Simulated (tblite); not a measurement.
Species: C₄H₁₂BN.
SMILES with atom numbers: `[CH3:1]/[CH:2]=[CH:3]/[B@H-:4]([CH3:5])[NH3+:6]` (hydrogens: H7, H8, H9 on C1; H10 on C2; H11 on C3; H12 on B4; H13, H14, H15 on C5; H16, H17, H18 on N6)
Bond orders are those of one Lewis drawing.

Computed with GFN2-xTB (tblite), gas phase: L-BFGS steps from a force-field or distance-geometry start until the largest atomic force falls under 0.01 eV/Å.

Step 13: E = -511.3507 eV
```
atom  x, y, z in Å  |  force x, y, z in eV/Å
C1      2.8355   -0.3994   -0.1666    0.045  -0.027   0.016
C2      1.4344    0.0972   -0.3440   -0.005  -0.023   0.006
C3      0.3793   -0.3186    0.3419   -0.030   0.004  -0.014
B4     -1.1389    0.1553    0.2168   -0.031   0.121  -0.010
C5     -2.0738   -1.0063   -0.4450    0.006  -0.010  -0.057
N6     -1.1270    1.4585   -0.8183   -0.019  -0.027  -0.019
H7      3.4922    0.4236    0.1207    0.041  -0.011  -0.006
H8      2.8795   -1.1641    0.6044    0.002  -0.016   0.031
H9      3.2203   -0.8236   -1.0949    0.007   0.014  -0.029
H10     1.3496    0.8607   -1.1124    0.016   0.046  -0.006
H11     0.5667   -1.1071    1.0638    0.001   0.018   0.055
H12    -1.5791    0.6137    1.2275    0.011  -0.050   0.063
H13    -1.4824   -1.7076   -1.0299   -0.008  -0.018  -0.073
H14    -2.8541   -0.6241   -1.1052    0.005   0.082   0.049
H15    -2.5796   -1.5949    0.3176    0.038   0.039   0.009
H16    -2.0315    1.9180   -0.8121    0.036  -0.059  -0.020
H17    -0.8973    1.1345   -1.7518   -0.031  -0.036   0.019
H18    -0.4027    2.0904   -0.4888   -0.087  -0.047  -0.013
```

Step 14: E = -511.3529 eV
```
atom  x, y, z in Å  |  force x, y, z in eV/Å
C1      2.8381   -0.3997   -0.1659    0.055  -0.041   0.020
C2      1.4361    0.0965   -0.3426    0.020  -0.007   0.002
C3      0.3782   -0.3173    0.3398    0.015   0.016   0.010
B4     -1.1389    0.1550    0.2170   -0.062   0.132  -0.007
C5     -2.0741   -1.0054   -0.4465   -0.010  -0.007  -0.051
N6     -1.1300    1.4565   -0.8194   -0.017  -0.014  -0.015
H7      3.4977    0.4228    0.1212    0.005  -0.040  -0.020
H8      2.8830   -1.1660    0.6040    0.002  -0.002   0.024
H9      3.2206   -0.8245   -1.0961    0.000   0.031  -0.001
H10     1.3541    0.8604   -1.1091    0.004   0.074  -0.049
H11     0.5667   -1.0997    1.0658   -0.001  -0.039   0.082
H12    -1.5788    0.6112    1.2297    0.018  -0.051   0.045
H13    -1.4818   -1.7051   -1.0344   -0.049   0.005  -0.065
H14    -2.8574   -0.6171   -1.1010    0.037   0.053   0.042
H15    -2.5804   -1.5951    0.3152    0.054   0.032   0.002
H16    -2.0345    1.9171   -0.8146    0.044  -0.076  -0.027
H17    -0.8997    1.1267   -1.7515   -0.030  -0.004   0.050
H18    -0.4077    2.0900   -0.4878   -0.085  -0.062  -0.042
```

Step 15: E = -511.3553 eV
```
atom  x, y, z in Å  |  force x, y, z in eV/Å
C1      2.8419   -0.4007   -0.1649    0.036  -0.042   0.015
C2      1.4387    0.0959   -0.3410    0.037   0.018  -0.005
C3      0.3774   -0.3156    0.3378    0.060   0.029   0.043
B4     -1.1398    0.1569    0.2165   -0.059   0.081   0.003
C5     -2.0745   -1.0042   -0.4489   -0.013   0.012  -0.026
N6     -1.1340    1.4534   -0.8206   -0.024  -0.007  -0.001
H7      3.5043    0.4212    0.1215   -0.027  -0.065  -0.028
H8      2.8874   -1.1687    0.6040    0.002   0.012   0.013
H9      3.2210   -0.8252   -1.0977   -0.002   0.040   0.026
H10     1.3597    0.8613   -1.1062   -0.003   0.073  -0.066
H11     0.5665   -1.0917    1.0697   -0.011  -0.071   0.080
H12    -1.5781    0.6073    1.2331    0.019  -0.040   0.027
H13    -1.4821   -1.7017   -1.0409   -0.090   0.033  -0.054
H14    -2.8608   -0.6077   -1.0954    0.056   0.020   0.021
H15    -2.5807   -1.5950    0.3123    0.069   0.021  -0.007
H16    -2.0377    1.9148   -0.8182    0.022  -0.079  -0.034
H17    -0.9032    1.1173   -1.7503   -0.020   0.017   0.052
H18    -0.4148    2.0886   -0.4873   -0.051  -0.052  -0.059
```

Step 16: E = -511.3574 eV
```
atom  x, y, z in Å  |  force x, y, z in eV/Å
C1      2.8459   -0.4023   -0.1637   -0.004  -0.027   0.003
C2      1.4418    0.0960   -0.3397    0.033   0.038  -0.007
C3      0.3778   -0.3136    0.3369    0.078   0.037   0.068
B4     -1.1413    0.1600    0.2158   -0.014  -0.002   0.021
C5     -2.0750   -1.0026   -0.4512   -0.002   0.037   0.005
N6     -1.1384    1.4501   -0.8214   -0.019  -0.011   0.011
H7      3.5103    0.4187    0.1213   -0.037  -0.069  -0.026
H8      2.8916   -1.1712    0.6044    0.000   0.017   0.007
H9      3.2214   -0.8253   -1.0988    0.002   0.034   0.037
H10     1.3650    0.8635   -1.1047   -0.004   0.044  -0.053
H11     0.5661   -1.0853    1.0749   -0.019  -0.066   0.049
H12    -1.5772    0.6029    1.2366    0.012  -0.022   0.013
H13    -1.4839   -1.6978   -1.0481   -0.111   0.051  -0.047
H14    -2.8632   -0.5984   -1.0899    0.049  -0.003  -0.007
H15    -2.5799   -1.5948    0.3096    0.074   0.009  -0.009
H16    -2.0409    1.9115   -0.8223   -0.029  -0.065  -0.035
H17    -0.9067    1.1085   -1.7483   -0.005   0.021   0.031
H18    -0.4221    2.0866   -0.4878   -0.004  -0.023  -0.060
```

**Question.** Estimate the geometry and energy of step 17. (The exact step hangs on the optimiser's Hessian estimate; all steps are aligned on step 16, rigid shifts and turns removed.)

**Answer.** E = -511.3593 eV, largest force 0.126 eV/Å
```
atom  x, y, z in Å  |  force x, y, z in eV/Å
C1      2.8490   -0.4041   -0.1627   -0.042  -0.006  -0.008
C2      1.4449    0.0969   -0.3388    0.013   0.045  -0.002
C3      0.3795   -0.3112    0.3376    0.064   0.037   0.077
B4     -1.1425    0.1625    0.2156    0.045  -0.071   0.040
C5     -2.0755   -1.0005   -0.4530    0.015   0.051   0.029
N6     -1.1424    1.4470   -0.8217   -0.017  -0.014   0.019
H7      3.5146    0.4155    0.1208   -0.027  -0.050  -0.013
H8      2.8953   -1.1732    0.6050   -0.007   0.013   0.004
H9      3.2219   -0.8248   -1.0992    0.011   0.014   0.027
H10     1.3695    0.8661   -1.1045   -0.003   0.004  -0.022
H11     0.5655   -1.0813    1.0801   -0.018  -0.039   0.005
H12    -1.5763    0.5988    1.2397    0.003  -0.005   0.006
H13    -1.4876   -1.6935   -1.0551   -0.104   0.053  -0.047
H14    -2.8645   -0.5908   -1.0856    0.023  -0.008  -0.029
H15    -2.5780   -1.5947    0.3072    0.066  -0.003  -0.004
H16    -2.0442    1.9075   -0.8264   -0.070  -0.048  -0.030
H17    -0.9098    1.1016   -1.7461    0.009   0.012  -0.002
H18    -0.4282    2.0845   -0.4895    0.037   0.012  -0.050
```

The energy changes by -0.0018 eV. The first-order estimate −F·Δx gives -0.0025 eV and the mean of the old and new forces, exact on a quadratic surface, -0.0018 eV. The step makes an angle of 67° with the force vector and moves no atom by more than 0.009 Å.

The cost below is that of the whole relaxation. Hardware: an Arm Neoverse N1 with one thread, shared host with 64 logical CPUs at a one-minute load of 56. Cost: 0.53 s wall.
